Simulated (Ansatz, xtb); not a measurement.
# Relaxing a trial structure of F2HOSi2−

The starting geometry of this gas-phase singlet has its atoms placed at random.

```tsv
atom	x (Å)	y (Å)	z (Å)
F	-1.7176	0.5966	-1.1413
F	-0.3119	-0.6972	1.4493
O	-0.0226	1.4901	-0.0181
Si	1.4958	-1.5053	0.3114
Si	0.2511	-0.3709	-1.2450
H	0.4461	1.5618	-1.1158
```

**Question.** Guess where an optimisation with r2SCAN-D4/def2-SVPD ends from this start.

**Answer.** It ends as a structure given below by its coordinates. Distances that change by over a tenth: O3–H6 (1.20 → 0.96 Å). Contacts that close: F1–Si5 (2.20 → 1.71 Å), F2–Si4 (2.28 → 1.71 Å), O3–Si4 (3.37 → 1.95 Å), O3–Si5 (2.25 → 1.95 Å).

The energy falls by 7.53 eV over 11 steps:

| step | E − E(last) (eV) |
| --- | --- |
| 1 | 7.526 |
| 2 | 4.130 |
| 3 | 1.841 |
| 4 | 1.035 |
| 5 | 0.626 |
| 7 | 0.103 |
| 8 | 0.022 |
| 9 | 0.007 |
| 10 | 0.000 |
| 11 | 0.000 |

Final geometry (Å):

```tsv
atom	x (Å)	y (Å)	z (Å)
F	-1.8766	-0.1151	-1.0887
F	-0.1741	-0.8570	1.5002
O	0.3673	1.0906	-0.2580
Si	1.0306	-0.6497	0.3061
Si	-0.2713	-0.0821	-1.6737
H	1.0650	1.6883	-0.5454
```

From the same start GFN2-xTB ends elsewhere, differing in O3–Si4 (3.07 against 1.95 Å here).

From so rough a start the end depends on the optimiser's path, so another program may land elsewhere. No frequencies were run, so the end isn't proven a minimum. Run with Ansatz 0.2.0, 22 s on 2 threads of Intel(R) Xeon(R) 6975P-C (Granite Rapids), with other jobs on the host.
